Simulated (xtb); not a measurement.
C4H8O2, charge +3, doublet, geometry from GFN2-xTB of the parent state (a state made from the parent by changing its charge; the spin is typed, not shown lowest); GFN1-xTB run with xtb.

Input for xtb:
```
$ xtb mol.xyz --gfn 1 --chrg 3 --uhf 1 --json

# file mol.xyz
14

C      1.24838121     0.56633122     0.05490556
C      0.95109126    -0.88057717     0.44967831
O     -0.15829135    -1.41723176    -0.19263771
C     -1.10562953    -0.50305209    -0.63774859
C     -1.09384294     0.81729805     0.13316473
O      0.15829135     1.41723176     0.19263771
H      2.07764636     0.99644659     0.62759449
H      1.55719393     0.55712742    -1.01008607
H      1.79779810    -1.55014425     0.26147632
H      0.76493273    -0.88889739     1.54280820
H     -0.89358449    -0.26296187    -1.69937506
H     -2.08246681    -0.99858341    -0.60791300
H     -1.79297765     1.55228106    -0.28115781
H     -1.42854218     0.59473184     1.16665293
```

### Question
Predict the main parts of the log of this xtb run.

### Answer

```
   ID    Z sym.   atoms
    1    6 C      1, 2, 4, 5
    2    8 O      3, 6
    3    1 H      7-14

           -------------------------------------------------
          |                Calculation Setup                |
           -------------------------------------------------

           -------------------------------------------------
          |                 G F N 1 - x T B                 |
           -------------------------------------------------

          ...................................................
          :                      SETUP                      :
          :.................................................:
          :  # basis functions                  40          :
          :  # atomic orbitals                  40          :
          :  # shells                           28          :
          :  # electrons                        33          :
          :  # halogen bonds                     0          :
          :  max. iterations                   250          :
          :  Hamiltonian                  GFN1-xTB          :
          :  restarted?                      false          :
          :  GBSA solvation                  false          :
          :  PC potential                    false          :
          :  electronic temp.          300.0000000     K    :
          :  accuracy                    1.0000000          :
          :  -> integral cutoff          0.2500000E+02      :
          :  -> integral neglect         0.1000000E-07      :
          :  -> SCF convergence          0.1000000E-05 Eh   :
          :  -> wf. convergence          0.2000000E-04 e    :
          :  Broyden damping             0.4000000          :
          :  net charge                          3          :
          :  unpaired electrons                  1          :
          ...................................................

 iter      E             dE          RMSdq      gap      omega  full diag
   1    -19.9787204 -0.199787E+02  0.654E+00    1.08       0.0  T
   2    -20.0305838 -0.518633E-01  0.407E+00    0.94       1.0  T
   3    -20.0286884  0.189534E-02  0.128E+00    0.97       1.0  T
   4    -20.0342061 -0.551766E-02  0.821E-02    0.94       1.0  T
   5    -20.0342743 -0.682376E-04  0.921E-03    0.95       2.9  T
   6    -20.0342750 -0.686745E-06  0.282E-03    0.95       9.5  T
   7    -20.0342751 -0.145705E-06  0.291E-04    0.95      92.0  T
   8    -20.0342751 -0.266304E-09  0.941E-05    0.95     284.1  T
   9    -20.0342751 -0.189718E-09  0.143E-05    0.95    1869.1  T

   *** convergence criteria satisfied after 9 iterations ***

         :::::::::::::::::::::::::::::::::::::::::::::::::::::
         ::                     SUMMARY                     ::
         :::::::::::::::::::::::::::::::::::::::::::::::::::::
         :: total energy             -19.855173295132 Eh    ::
         :: gradient norm              0.128466956254 Eh/a0 ::
         :: HOMO-LUMO gap              0.948257977235 eV    ::
         ::.................................................::
         :: SCC energy               -20.034275147622 Eh    ::
         :: -> electrostatic           1.002070354077 Eh    ::
         :: repulsion energy           0.183725773475 Eh    ::
         :: dispersion energy         -0.004623920985 Eh    ::
         :: halogen bond corr.         0.000000000000 Eh    ::
         :: add. restraining           0.000000000000 Eh    ::
         :: total charge               3.000000000000 e     ::
         :::::::::::::::::::::::::::::::::::::::::::::::::::::

           -------------------------------------------------
          |                Property Printout                |
           -------------------------------------------------

    * Orbital Energies and Occupations

         #    Occupation            Energy/Eh            Energy/eV
      -------------------------------------------------------------
         1        2.0000           -1.5047314             -40.9458
       ...           ...                  ...                  ...
         5        2.0000           -1.3598707             -37.0040
         6        2.0000           -1.3122052             -35.7069
         7        2.0000           -1.2995600             -35.3628
         8        2.0000           -1.2838980             -34.9366
         9        2.0000           -1.2790970             -34.8060
        10        2.0000           -1.2725523             -34.6279
        11        2.0000           -1.2508399             -34.0371
        12        2.0000           -1.1991499             -32.6305
        13        2.0000           -1.1935451             -32.4780
        14        2.0000           -1.1789904             -32.0820
        15        2.0000           -1.1639330             -31.6722
        16        1.9939           -1.1388368             -30.9893
        17        1.0061           -1.1291686             -30.7262 (HOMO)
        18                         -1.0943207             -29.7780 (LUMO)
        19                         -0.7595015             -20.6671
        20                         -0.7423238             -20.1997
        21                         -0.7410391             -20.1647
        22                         -0.7231392             -19.6776
        23                         -0.6964490             -18.9513
        24                         -0.6837900             -18.6069
        25                         -0.6822602             -18.5652
        26                         -0.6667604             -18.1435
        27                         -0.6166961             -16.7812
        28                         -0.6155185             -16.7491
       ...                                ...                  ...
        40                         -0.2547954              -6.9333
      -------------------------------------------------------------
                  HL-Gap            0.0348478 Eh            0.9483 eV
             Fermi-level           -1.1228737 Eh          -30.5549 eV

  Mulliken/CM5 charges         n(s)   n(p)   n(d)
     1C     0.21878  0.14312   1.070  2.711  0.000
     2C     0.21878  0.14312   1.070  2.711  0.000
     3O    -0.16599 -0.26926   1.700  4.466  0.000
     4C     0.21877  0.14312   1.070  2.711  0.000
     5C     0.21878  0.14312   1.070  2.711  0.000
     6O    -0.16599 -0.26926   1.700  4.466  0.000
     7H     0.29631  0.35960   0.704  0.000  0.000
     8H     0.31791  0.38191   0.682  0.000  0.000
     9H     0.29631  0.35960   0.704  0.000  0.000
    10H     0.31791  0.38191   0.682  0.000  0.000
    11H     0.31791  0.38191   0.682  0.000  0.000
    12H     0.29631  0.35960   0.704  0.000  0.000
    13H     0.29631  0.35960   0.704  0.000  0.000
    14H     0.31791  0.38191   0.682  0.000  0.000

Wiberg/Mayer (AO) data.
largest (>0.10) Wiberg bond orders for each atom

 ---------------------------------------------------------------------------
     #   Z sym  total        # sym  WBO       # sym  WBO       # sym  WBO
 ---------------------------------------------------------------------------
     1   6 C    3.838 --     6 O    1.100     2 C    0.980     7 H    0.788
                             8 H    0.687
     2   6 C    3.838 --     3 O    1.100     1 C    0.980     9 H    0.788
                            10 H    0.687
     3   8 O    2.514 --     2 C    1.100     4 C    1.100
     4   6 C    3.838 --     3 O    1.100     5 C    0.980    12 H    0.788
                            11 H    0.687
     5   6 C    3.838 --     6 O    1.100     4 C    0.980    13 H    0.788
                            14 H    0.687
     6   8 O    2.514 --     1 C    1.100     5 C    1.100
     7   1 H    0.907 --     1 C    0.788
     8   1 H    0.896 --     1 C    0.687
     9   1 H    0.907 --     2 C    0.788
    10   1 H    0.896 --     2 C    0.687
    11   1 H    0.896 --     4 C    0.687
    12   1 H    0.907 --     4 C    0.788
    13   1 H    0.907 --     5 C    0.788
    14   1 H    0.896 --     5 C    0.687
 ---------------------------------------------------------------------------

Topologies differ in total number of bonds
Writing topology from bond orders to xtbtopo.mol

 dipole moment from electron density (au)
     X       Y       Z
   0.0000   0.0000   0.0000  total (Debye):    0.000

           -------------------------------------------------
          | TOTAL ENERGY              -19.855173295132 Eh   |
          | GRADIENT NORM               0.128466956254 Eh/α |
          | HOMO-LUMO GAP               0.948257977235 eV   |
           -------------------------------------------------

normal termination of xtb
```
